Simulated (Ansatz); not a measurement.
Reaction (isomerisation): `CN1C[SiH]1F` → `C=C(F)[SiH2]N`

Isolated molecules relaxed with PBE0-D4/def2-TZVP in Ansatz; ΔE leaves out vibrations. CCSD(T)/CBS adds triple-zeta CCSD(T) − MP2 to the extrapolated MP2 energy (def2 sets, frozen cores). One conformer a species, not always the lowest.

| level | ΔE (kJ/mol) |
| --- | --- |
| HF/def2-TZVPP | 47.5 |
| SCS-MP2/def2-TZVPP | 71.4 |

**Question.** What does CCSD(T)/CBS give? (An estimate is asked.)

**Answer.** Ansatz gave: +64.7 kJ/mol. The listed levels differ from it by -17.2, 6.7 kJ/mol.

Largest T1 diagnostic among the species: 0.012.

In def2-TZVPP, CCSD(T) changes the Hartree–Fock value by +16.1 kJ/mol (the triples alone add −0.8 kJ/mol) and MP2 by +32.2 kJ/mol. From PBE to PBE0 (25 % exact exchange), in def2-TZVPP and without D4, ΔE moves by +6.0 kJ/mol.

CCSD(T)/CBS has its own doubt, a few kJ/mol and more with outer-core shells, so smaller differences from it don't rank the levels.
